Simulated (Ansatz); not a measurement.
Isolated molecules relaxed with PBE0-D4/def2-TZVP in Ansatz; ΔE leaves out vibrations. CBS: MP2 limit from def2 TZ/QZ plus the TZ coupled-cluster correction, frozen cores. DFT in def2-TZVPP. One conformer a species, not always the lowest.

Reaction (redistribution): `OB1CC1` + `[CH3][Al]([AlH2])[SiH3]` → `[AlH2][B]1CC1` + `[CH3][Al]([OH])[SiH3]`

Task: Is it downhill or uphill in electronic energy at CCSD(T)/CBS, and by how much? (Estimate.)

Result: Computed: Downhill: ΔE = -23.3 kJ/mol.

Task: What do these levels give: PBE-D4, B2PLYP, r2SCAN, PBE0, HF/def2-TZVPP, MP2/def2-TZVPP, SCS-MP2/def2-TZVPP, CCSD/def2-TZVPP, HF/def2-QZVPP, MP2/def2-QZVPP, SCS-MP2/def2-QZVPP, HF/CBS(def2)? (Estimate.)

Result: Computed: PBE-D4 -8.3, B2PLYP -22.7, r2SCAN -23.3, PBE0 -8.5, HF/def2-TZVPP -18.5, MP2/def2-TZVPP -26.9, SCS-MP2/def2-TZVPP -25.9, CCSD/def2-TZVPP -19.3, HF/def2-QZVPP -19.5, MP2/def2-QZVPP -29.9, SCS-MP2/def2-QZVPP -28.6, HF/CBS(def2) -19.7 kJ/mol.

Largest T1 diagnostic among the species: 0.013.
